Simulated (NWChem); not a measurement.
System: C2H4F2Si; SMILES C=C(F)[SiH2]F

Input file for NWChem:

```
start job
memory heap 200 mb stack 900 mb global 1100 mb
geometry units angstroms noautosym nocenter noautoz
  C     -1.474574     1.113692     0.000000
  C     -0.157183     0.858137     0.000000
  F      0.753213     1.869807     0.000000
  Si     0.632307    -0.854710     0.000000
  F     -0.601537    -1.936539     0.000000
  H     -2.181416     0.271648     0.000000
  H     -1.863732     2.144236     0.000000
  H      1.461253    -1.055630     1.233040
  H      1.461253    -1.055630    -1.233040
end
basis spherical
  * library 6-31+g*
end
dft
  xc xcamb88 1.00 lyp 0.81 vwn_5 0.19 hfexch 1.00
  cam 0.33 cam_alpha 0.19 cam_beta 0.46
  iterations 150
end
property
  response 1 0.0
end
task dft property
```

NWChem printed, in part:

```
             Northwest Computational Chemistry Package (NWChem) 7.3.0
             --------------------------------------------------------

                             Geometry "geometry" -> ""
                             -------------------------

 Output coordinates in angstroms (scale by  1.889725989 to convert to a.u.)

  No.       Tag          Charge          X              Y              Z
 ---- ---------------- ---------- -------------- -------------- --------------
    1 C                    6.0000    -1.47457400     1.11369200     0.00000000
    2 C                    6.0000    -0.15718300     0.85813700     0.00000000
    3 F                    9.0000     0.75321300     1.86980700     0.00000000
    4 Si                  14.0000     0.63230700    -0.85471000     0.00000000
    5 F                    9.0000    -0.60153700    -1.93653900     0.00000000
    6 H                    1.0000    -2.18141600     0.27164800     0.00000000
    7 H                    1.0000    -1.86373200     2.14423600     0.00000000
    8 H                    1.0000     1.46125300    -1.05563000     1.23304000
    9 H                    1.0000     1.46125300    -1.05563000    -1.23304000

 Effective nuclear repulsion energy (a.u.)     221.7576665533

                              NWChem Property Module
                              ----------------------

                                 NWChem DFT Module
                                 -----------------

 Summary of "ao basis" -> "ao basis" (spherical)
 ------------------------------------------------------------------------------
       Tag                 Description            Shells   Functions and Types
 ---------------- ------------------------------  ------  ---------------------
 C                          6-31+g*                  8       18   4s3p1d
 F                          6-31+g*                  8       18   4s3p1d
 Si                         6-31+g*                 10       22   5s4p1d
 H                          6-31+g*                  2        2   2s

            General Information
            -------------------
          SCF calculation type: DFT
          Wavefunction type:  closed shell.
          No. of atoms     :     9
          No. of electrons :    48
           Alpha electrons :    24
            Beta electrons :    24
          Charge           :     0
          Spin multiplicity:     1
          Use of symmetry is: off; symmetry adaption is: off
          Maximum number of iterations: 150
          AO basis - number of functions:   102
                     number of shells:    50
          Convergence on energy requested:  1.00D-06
          Convergence on density requested:  1.00D-05
          Convergence on gradient requested:  5.00D-04

              XC Information
              --------------
                     Hartree-Fock (Exact) Exchange  1.000
                   CAM-Becke88 Exchange Functional  1.000
                      VWN V Correlation Functional  0.190 local
              Lee-Yang-Parr Correlation Functional  0.810

           Range-Separation Parameters
           ---------------------------
           Alpha           :  0.19
           Beta            :  0.46
           Gamma           :  0.33
           Short-Range HF  :     F

             Grid Information
             ----------------
          Grid used for XC integration:  medium
          Radial quadrature: Mura-Knowles
          Angular quadrature: Lebedev.
          Tag              B.-S. Rad. Rad. Pts. Rad. Cut. Ang. Pts.
          ---              ---------- --------- --------- ---------
          C                   0.70       49          13.0       434
          F                   0.50       49          12.0       434
          Si                  1.10       88          13.0       590
          H                   0.35       45          12.0       434
          Grid pruning is: on
          Number of quadrature shells:   464
          Spatial weights used:  Erf1

      Superposition of Atomic Density Guess
      -------------------------------------

 Sum of atomic energies:        -564.89420320

      Non-variational initial energy
      ------------------------------

 Total energy =    -566.547250
 1-e energy   =   -1222.617863
 2-e energy   =     434.312946
 HOMO         =      -0.301817
 LUMO         =       0.011467

   convergence    iter        energy       DeltaE   RMS-Dens  Diis-err
 ---------------- ----- ----------------- --------- --------- ---------
 d= 0,ls=0.0,diis     1   -567.6292845813 -7.89D+02  1.12D-02  8.43D-01
 d= 0,ls=0.0,diis     2   -567.6369431942 -7.66D-03  5.06D-03  1.07D+00
 d= 0,ls=0.0,diis     3   -567.7262741352 -8.93D-02  8.47D-04  1.89D-02
 d= 0,ls=0.0,diis     4   -567.7279799258 -1.71D-03  2.88D-04  7.75D-04
 d= 0,ls=0.0,diis     5   -567.7280520031 -7.21D-05  8.46D-05  1.97D-04
  Resetting Diis
 d= 0,ls=0.0,diis     6   -567.7280686173 -1.66D-05  3.71D-05  1.13D-05
 d= 0,ls=0.0,diis     7   -567.7280698292 -1.21D-06  1.14D-05  7.10D-07
 d= 0,ls=0.0,diis     8   -567.7280698524 -2.32D-08  5.53D-06  8.16D-07

         Total DFT energy =     -567.728069852383
      One electron energy =    -1225.355566499607
           Coulomb energy =      489.926888554560
    Exchange-Corr. energy =      -54.057058460679
 Nuclear repulsion energy =      221.757666553344

 Numeric. integr. density =       48.000001673691

                       DFT Final Molecular Orbital Analysis
                       ------------------------------------

 Vector   22  Occ=2.000000D+00  E=-4.246613D-01
              MO Center=  9.3D-01, -9.9D-01,  2.4D-08, r^2= 2.7D+00
   Bfn.  Coefficient  Atom+Function         Bfn.  Coefficient  Atom+Function
  ----- ------------  ---------------      ----- ------------  ---------------
    63      0.368179  4 Si pz                81     -0.276041  5 F  pz
   100      0.262860  8 H  s                102     -0.262860  9 H  s
    99      0.224364  8 H  s                101     -0.224364  9 H  s
    85     -0.189164  5 F  pz                59     -0.146627  4 Si pz
    41     -0.123251  3 F  pz                75     -0.093514  4 Si d  1

 Vector   23  Occ=2.000000D+00  E=-4.060465D-01
              MO Center=  1.9D-01,  3.9D-01, -2.0D-08, r^2= 3.2D+00
   Bfn.  Coefficient  Atom+Function         Bfn.  Coefficient  Atom+Function
  ----- ------------  ---------------      ----- ------------  ---------------
    22      0.292863  2 C  py                40     -0.285448  3 F  py
    62     -0.271310  4 Si py                21     -0.219360  2 C  px
    24     -0.213658  2 C  s                 61      0.213738  4 Si px
    44     -0.189952  3 F  py                 3      0.176990  1 C  px
    39      0.158338  3 F  px                80      0.154068  5 F  py

 Vector   24  Occ=2.000000D+00  E=-3.420765D-01
              MO Center= -6.2D-01,  9.7D-01, -3.5D-10, r^2= 2.2D+00
   Bfn.  Coefficient  Atom+Function         Bfn.  Coefficient  Atom+Function
  ----- ------------  ---------------      ----- ------------  ---------------
     5      0.398634  1 C  pz                23      0.362422  2 C  pz
     9      0.264106  1 C  pz                41     -0.261294  3 F  pz
    27      0.229375  2 C  pz                45     -0.181141  3 F  pz
   100     -0.118205  8 H  s                102      0.118205  9 H  s
    49     -0.084257  3 F  pz                99     -0.065297  8 H  s

 Vector   25  Occ=0.000000D+00  E= 1.452434D-02
              MO Center=  6.7D-01, -9.9D-01, -5.4D-07, r^2= 7.7D+00
   Bfn.  Coefficient  Atom+Function         Bfn.  Coefficient  Atom+Function
  ----- ------------  ---------------      ----- ------------  ---------------
    28      2.486302  2 C  s                 10     -2.104010  1 C  s
    86     -0.641830  5 F  s                 11     -0.631440  1 C  px
    70     -0.614141  4 Si py                29     -0.536508  2 C  px
    66     -0.511899  4 Si py                69     -0.384389  4 Si px
    65     -0.381146  4 Si px                12      0.299967  1 C  py

 Vector   26  Occ=0.000000D+00  E= 1.537075D-02
              MO Center= -8.1D-01,  6.7D-01,  4.8D-07, r^2= 5.0D+00
   Bfn.  Coefficient  Atom+Function         Bfn.  Coefficient  Atom+Function
  ----- ------------  ---------------      ----- ------------  ---------------
    31     -0.799373  2 C  pz                13      0.763066  1 C  pz
    71      0.487352  4 Si pz                27     -0.421105  2 C  pz
    67     -0.397722  4 Si pz                 9      0.393844  1 C  pz
    23     -0.369624  2 C  pz                 5      0.332550  1 C  pz
   100      0.280551  8 H  s                102     -0.280551  9 H  s

 Vector   27  Occ=0.000000D+00  E= 2.719774D-02
              MO Center=  2.5D-01,  4.0D-01, -2.1D-07, r^2= 1.4D+01
   Bfn.  Coefficient  Atom+Function         Bfn.  Coefficient  Atom+Function
  ----- ------------  ---------------      ----- ------------  ---------------
    10      7.218877  1 C  s                 68     -4.542956  4 Si s
    28     -3.581474  2 C  s                 29      2.925394  2 C  px
    30     -2.135168  2 C  py                11      1.977011  1 C  px
    70     -1.296892  4 Si py                66     -0.482972  4 Si py
    65      0.337058  4 Si px                69      0.245643  4 Si px

     Multipole analysis of the density
     ---------------------------------

     L   x y z        total         alpha         beta         nuclear
     -   - - -        -----         -----         ----         -------
     0   0 0 0     -0.000000    -24.000000    -24.000000     48.000000

     1   1 0 0     -0.040539      0.637168      0.637168     -1.314875
     1   0 1 0      0.031168      0.422754      0.422754     -0.814340
     1   0 0 1      0.000000      0.000000      0.000000      0.000000

     2   2 0 0    -25.482118    -83.549912    -83.549912    141.617706
     2   1 1 0     -3.416906      3.189906      3.189906     -9.796718
     2   1 0 1      0.000000      0.000000      0.000000      0.000000
     2   0 2 0    -30.133979   -183.273343   -183.273343    336.412707
     2   0 1 1      0.000000      0.000000      0.000000      0.000000
     2   0 0 2    -27.723356    -19.291080    -19.291080     10.858804

 *** CALLING NEW AORESP DRIVER FOR CLOSED AND OPEN SHELLS ***
 Entering AOResponse driver routine

--------------------------------------------------------------------------------

          -----------------------------------------------
          Solving response equations for perturbing field
          -----------------------------------------------

 number of frequencies:     1
 frequency in a.u.:  0.0000000E+00
 Perturbing field: electric
 Using El. Dipole Length Gauge

 Setting up CPKS with frequency omega =      0.00000000 a.u.

 STATIC response

                                NWChem CPHF Module
                                ------------------

  scftype          =     RHF
  nclosed          =       24
  nopen            =        0
  variables        =     1872
  # of vectors     =        3
  tolerance        = 0.10D-03
  level shift      = 0.00D+00
  max iterations   =       50
  max subspace     =       30

 SCF residual:    1.6686321523006037E-004

Iterative solution of linear equations
  No. of variables     1872
  No. of equations        3
  Maximum subspace       30
        Iterations       50
       Convergence  1.0D-04

   iter   nsub   residual    time
   ----  ------  --------  ---------
     1      3    2.62D+00     161.2
     2      6    2.53D+00     184.6
     3      9    2.99D-01     210.4
     4     12    4.14D-02     236.0
     5     15    1.71D-02     258.6
     6     18    9.53D-03     281.1
     7     21    5.36D-04     304.5
     8     24    6.06D-05     326.8

 Electric Dipole Response Matrix (nonzero elements):

              1        2        3
    1   58.3087  -7.6717  -0.0000
    2   -7.6718  46.3312   0.0000
    3   -0.0000   0.0000  38.7068

 ------------------------------------------
 average:        47.78225 + I       0.00000

 DFT Linear Response polarizability / au
 Frequency  =       0.0000000 / au
              X              Y              Z
 -----------------------------------------------
 X      58.3087415     -7.6717451     -0.0000000
 Y      -7.6717804     46.3312416      0.0000000
 Z      -0.0000000      0.0000000     38.7067725
 -----------------------------------------------
 Eigenvalues =      62.0524527     42.5875304     38.7067725
 Isotropic   =      47.7822519
 Anisotropic =      21.6675363
 -----------------------------------------------

 Magnetic Dipole Response Matrix (nonzero elements):

 Exiting AOResponse driver routine
```

Level: CAM-B3LYP/6-31+G* (spherical d). All runs use the structure optimised with PBE-D3(BJ)/def2-SVP.
